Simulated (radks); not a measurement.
The tungsten ion W+ inside a hard spherical wall (all orbitals vanish at R), configuration held at [Xe] 4f14 5d4 6s1 and not refilled when levels cross. All-electron calculation, scalar-relativistic Kohn-Sham, LDA (Slater exchange, Perdew-Wang correlation), spin-polarised, spherical densities, point nucleus; open shells are filled with parallel spins first (spin-orbit coupling, left out, can overturn this in heavy ions). Program: a radial shooting solver on a logarithmic mesh with Libxc functionals. Eigenvalues in eV for spin up, with the zero of energy where the potential of the charges vanishes at infinity; a dash marks a level that is unbound or too diffuse for the functional's potential to be trusted. A positive occupied level is held by the wall or, in an anion where self-interaction has pushed it up, behind a barrier. The pressure on the wall is -dE/dV.

\begin{tabular}{lrrrrrrrrr}
R (bohr) & E (hartree) & kinetic (hartree) & e(5p) & e(4f) & e(6s) & e(5d) & e(6p, empty) & e(7s, empty) & pressure (GPa) \\ \hline
free & -16132.8786 & 17775.068 & -51.583 & -40.880 & -13.229 & -12.884 & -7.461 & -3.286 & 0 \\
20 & -16132.8786 & 17775.068 & -51.583 & -40.880 & -13.229 & -12.884 & -7.461 & -3.286 & < 0.0001 \\
15 & -16132.8786 & 17775.068 & -51.583 & -40.880 & -13.229 & -12.884 & -7.461 & -3.260 & < 0.0001 \\
12 & -16132.8786 & 17775.068 & -51.583 & -40.880 & -13.229 & -12.884 & -7.460 & -3.103 & < 0.0001 \\
10 & -16132.8786 & 17775.068 & -51.581 & -40.878 & -13.228 & -12.883 & -7.449 & -2.652 & 0.000672 \\
5 & -16132.8146 & 17775.508 & -50.184 & -39.353 & -11.465 & -11.595 & -3.845 & 15.081 & 9.24 \\
4 & -16132.5774 & 17776.691 & -47.516 & -36.295 & -6.764 & -8.804 & 3.625 & 38.680 & 69.2 \\
3 & -16131.2994 & 17782.120 & -40.047 & -27.352 & 12.563 & 0.697 & 30.456 & 106.97 & 736 \\
2.5 & -16128.7678 & 17792.399 & -30.255 & -16.031 & 43.110 & 14.286 & 68.854 & 192.43 & 3160 \\
1.5 & -16084.6457 & 17947.485 & 79.915 & 75.562 & 367.02 & 156.46 & 428.98 & 880.28 & 150000 \\
\end{tabular}
